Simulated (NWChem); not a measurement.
System: C₃H₄O₂Si; SMILES O=C1C=C[SiH2]O1

```xyz
10

O     -0.3420    -2.3225     0.0000
C     -0.0988    -1.1437     0.0000
C      1.2727    -0.5305     0.0000
C      1.3267     0.8112     0.0000
Si    -0.4508     1.3943     0.0000
O     -1.0847    -0.1824     0.0000
H      2.1195    -1.2114     0.0000
H      2.2629     1.3607     0.0000
H     -0.8784     2.1299    -1.2136
H     -0.8784     2.1299     1.2136
```
Atoms are numbered in this order, from 1.

Results from NWChem. The geometry was optimised at B3LYP/6-31G* (spherical d). Isolated, static molecule.

GIAO at PBE0/pcSseg-1: principal shieldings of Si5 are 325.1, 326.8, 425.7 ppm; an isolated tetramethylsilane molecule has σ = 350.9 ppm at the same levels.

Find the isotropic 29Si shift, its principal values, the span and the skew.


1. σ(iso) = one third of the sum = 359.2 ppm.
2. δ = σ(reference) − σ = -8.3 ppm against tetramethylsilane.
3. δ11, δ22, δ33 = 25.8, 24.1, -74.8 ppm.
4. Span Ω = δ11 − δ33 = 100.6 ppm; skew κ = 3(δ22 − δ(iso))/Ω = 0.97.
